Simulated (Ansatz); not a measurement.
Abstraction of H: B(SiH3)3 + CCl2F → B(SiH2)(SiH3)2 + CHCl2F

Species: B(SiH3)3, singlet; CCl2F (dichlorofluoromethyl radical) `F[C](Cl)Cl`, doublet; B(SiH2)(SiH3)2, doublet; CHCl2F (dichlorofluoromethane) `FC(Cl)Cl`, singlet. A radical takes H: the energy is the difference in strength between the Si–H bond broken and the C–H bond made.

Shapes, held fixed at every level: PBE0-D4/def2-TZVP. Programs: Ansatz 0.2.0. The zero-point and thermal change to 298 K, harmonic and unscaled (PBE0-D4/def2-TZVP), is +11.2 kJ/mol.

Problem. Estimate ΔH(298 K) of this reaction.

Solution. The highest level, CCSD(T)/CBS estimate, gives ΔH(298 K) = -93.8 kJ/mol; the levels span -107.3 to -57.0. The column of differences is taken from that level and isn't an error. No measured value is set beside it here. Open shells run unrestricted. The CBS estimate extrapolates MP2 from def2-TZVPP and def2-QZVPP and adds CCSD(T) − MP2 in the triple-zeta set, cores frozen.

| level | kind | ΔH(298 K) (kJ/mol) | less CCSD(T)/CBS estimate |
| --- | --- | --- | --- |
| MP2/def2-SVP | perturbation theory | -101.3 | -7.5 |
| MP2/def2-TZVPP | perturbation theory | -107.3 | -13.5 |
| HF/def2-TZVPP | Hartree–Fock | -57.0 | +36.8 |
| PBE-D4/def2-TZVPP | GGA | -92.5 | +1.3 |
| r2SCAN0-D4/def2-TZVPP | global hybrid | -86.1 | +7.7 |
| CCSD/def2-SVP | coupled cluster or CI | -87.4 | +6.4 |
| CCSD(T)/def2-TZVPP | coupled cluster or CI | -93.6 | +0.2 |
| CCSD(T)/CBS estimate | coupled cluster or CI | -93.8 | 0.0 |
